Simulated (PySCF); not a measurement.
Atoms are numbered as in `[CH:1]#[C:2][c:3]1[n:4][cH:5][n:6][s:7]1`; H(Xn) means a hydrogen on atom n.

Geometry: GFN2-xTB; GIAO shifts from PySCF 2.14.0 with density-fitted response routines, gas phase, non-relativistic, averaged over equivalent atoms.

At BP86/aug-pcSseg-1 (207 basis functions, of the order of 80 core-seconds):
```
atoms  δ (ppm)
   C3    173.3
   C5    163.8
   C1    103.2
   C2     84.1
   N4    333.7
   N6    320.2
H(C5)     8.60
H(C1)     3.73
```

Referencing at the same level of theory: 13C (σref 182.68), 1H (σref 31.66) against TMS; 15N (σref 257.73) against NH3.

Estimate the result of repeating the calculation with X3LYP/6-311+G(2d,p).

## Answers


| atoms | δ at X3LYP/6-311+G(2d,p) | change |
| --- | --- | --- |
| C3 | 179.3 | +6.0 |
| C5 | 163.4 | -0.4 |
| C1 | 100.0 | -3.2 |
| C2 | 78.4 | -5.7 |
| N4 | 340.8 | +7.1 |
| N6 | 322.7 | +2.5 |
| H(C5) | 8.72 | +0.12 |
| H(C1) | 3.72 | -0.01 |

δ = σ(ref) − σ, references computed at the same level: TMS for 13C (σref 184.52) and 1H (σref 32.13); 15N (σref 261.05) against NH3.

The largest change is at N4 (pyridine-type nitrogen of an azole). Cost: 209 basis functions, of the order of 60 core-seconds. The order of the carbon signals is the same at both levels.

Experimental scales use liquid or dissolved standards, which lie at an offset from isolated NH3 (liquid NH3: subtract about 20 ppm). Unscaled 15N shifts of sp2 nitrogen come out 20 to 40 ppm too high even then.
